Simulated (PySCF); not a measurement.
F3In, charge -1, doublet, at a GFN2-xTB geometry (such geometries of metal compounds can be far from the true shape) (a state made from the parent by changing its charge; the spin is typed, not shown lowest) (all electrons, no relativity) (in this run its highest filled SCF level lies above zero, so its values depend strongly on the basis, on diffuse functions most of all), with bond 2-1 at 1.6 times its length. Base run: B3LYP/STO-3G in PySCF.

Input for PySCF:
```python
from pyscf import gto, scf, dft

mol = gto.M(
    atom='''
In   -0.00000000    0.00000000   -0.00000000
F    -3.12005557   -1.89770926    0.05586197
F     0.01763842    2.14457977   -0.78171535
F     1.93239631   -0.95851148    0.74680162
''',
    basis='sto-3g',
    charge=-1,
    spin=1,
    verbose=4,
)

mf = dft.UKS(mol)
mf.xc = 'b3lyp'
mf.kernel()
mf.analyze()
```

Variants of this job, named by their change:

```json
[
 {"change": "base", "ΔE vs base (µEh)": "0.0", "SCF cycles": "16", "<S^2>": "0.753", "outcome": "converged"},
 {"change": "diis = off; damp = 0.6 (with mf.diis_start_cycle = 200; with mf.max_cycle = 150)", "ΔE vs base (µEh)": "-", "SCF cycles": "150", "<S^2>": "-", "outcome": "not converged"},
 {"change": "level_shift = 1.0 (with mf.max_cycle = 100)", "ΔE vs base (µEh)": "-", "SCF cycles": "100", "<S^2>": "-", "outcome": "not converged"},
 {"change": "diis_space = 12", "ΔE vs base (µEh)": "0.0", "SCF cycles": "15", "<S^2>": "0.753", "outcome": "converged"},
 {"change": "DIIS = ADIIS", "ΔE vs base (µEh)": "0.0", "SCF cycles": "29", "<S^2>": "0.753", "outcome": "converged"},
 {"change": "solver = newton; init_guess = 1e", "ΔE vs base (µEh)": "0.0", "SCF cycles": "-", "<S^2>": "0.753", "outcome": "converged"},
 {"change": "diis_space = 20", "ΔE vs base (µEh)": "0.0", "SCF cycles": "15", "<S^2>": "0.753", "outcome": "converged"},
 {"change": "conv_tol = 1e-12", "ΔE vs base (µEh)": "0.0", "SCF cycles": "24", "<S^2>": "0.753", "outcome": "converged"},
 {"change": "conv_tol_grad = 1e-7", "ΔE vs base (µEh)": "0.0", "SCF cycles": "18", "<S^2>": "0.753", "outcome": "converged"},
 {"change": "diis_space = 2", "ΔE vs base (µEh)": "-", "SCF cycles": "50", "<S^2>": "-", "outcome": "not converged"},
 {"change": "init_guess = vsap", "ΔE vs base (µEh)": "0.0", "SCF cycles": "38", "<S^2>": "0.753", "outcome": "converged"},
 {"change": "diis_space = 4", "ΔE vs base (µEh)": "0.0", "SCF cycles": "25", "<S^2>": "0.753", "outcome": "converged"},
 {"change": "init_guess = atom", "ΔE vs base (µEh)": "0.0", "SCF cycles": "29", "<S^2>": "0.753", "outcome": "converged"}
]
```

Open shells are given as the SCF converged; they aren't shown to be the lowest states, and a large step between rows can be another state.
